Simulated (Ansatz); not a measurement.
Program: Ansatz. Geometries: PBE0-D4/def2-TZVP. ΔE: electronic, gas phase. CBS: MP2 limit from def2 TZ/QZ plus the TZ coupled-cluster correction, frozen cores. DFT in def2-TZVPP. def2 core potentials past Kr. For Te outer-core shells are correlated without core-valence functions, which leaves a few kJ/mol of doubt a bond. One conformer a species, not always the lowest.

Consider the formal exchange of groups at a B–C bond: `CB[TeH]` + `CCSC=O` → `O=CB[TeH]` + `CCSC`.

Problem. Is it downhill or uphill in electronic energy at CCSD(T)/CBS, and by how much? (Best estimate.)

Solution. The calculation gave: Uphill: ΔE = +80.5 kJ/mol.

Problem. What do these levels give: PBE-D4, revPBE-D4, BLYP-D4, r2SCAN-D4, PBE0-D4, r2SCANh-D4, CAM-B3LYP-D4, BLYP, LC-ωPBE, RPA@PBE/def2-TZVPP, MP2/def2-SVP, MP2/def2-QZVPP? (Best estimate.)

Solution. Computed: PBE-D4 93.1, revPBE-D4 90.1, BLYP-D4 88.0, r2SCAN-D4 97.2, PBE0-D4 88.7, r2SCANh-D4 95.2, CAM-B3LYP-D4 83.9, BLYP 87.6, LC-ωPBE 83.4, RPA@PBE/def2-TZVPP 77.1, MP2/def2-SVP 94.2, MP2/def2-QZVPP 86.5 kJ/mol.

Largest T1 diagnostic among the species: 0.017.

At CCSD(T), def2-SVP lies +6.4 kJ/mol from the extrapolated value and def2-TZVPP +0.7 kJ/mol. In def2-TZVPP, CCSD(T) changes the Hartree–Fock value by +9.6 kJ/mol (the triples alone add +3.9 kJ/mol) and MP2 by +15.6 kJ/mol. From r2SCAN to r2SCAN0 (25 % exact exchange), in def2-TZVPP and without D4, ΔE moves by −4.9 kJ/mol.
